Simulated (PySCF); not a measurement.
Level of theory: PBE0-D4/def2-TZVP (PySCF). All species are isolated molecules in the gas phase. One relaxed conformer stands for a flexible species; it need not be the lowest. Delta-SCF ions had no search for a lower state. Excitations are Tamm–Dancoff values on a coarser integration grid. The basis has no diffuse functions, so Rydberg states are missing or too high.

Reference species (SMILES): `[SiH3]O` (neutral, multiplicity 1).

```json
{
 "S1 oscillator strength": "0.002",
 "vertical ionisation energy (Delta-SCF)": "11.25 eV",
 "S1 excitation (TDA)": "7.14 eV",
 "HOMO–LUMO gap": "8.77 eV"
}
```

Changed species: `CC(C)[SiH2]O` (C–C–Si–O torsion -179°, C–Si–O–H torsion -78°) (X = isopropyl; the reference has X = H).

Problem. Give the shifts of the S1 oscillator strength, vertical ionisation energy (Delta-SCF), S1 excitation (TDA) and HOMO–LUMO gap.

Solution. the S1 oscillator strength is nearly the same; the vertical ionisation energy (Delta-SCF) drops by 1.50 eV, to 9.75 eV; the S1 excitation (TDA) decreases by 0.31 eV, to 6.83 eV; the HOMO–LUMO gap falls by 0.58 eV, to 8.19 eV.
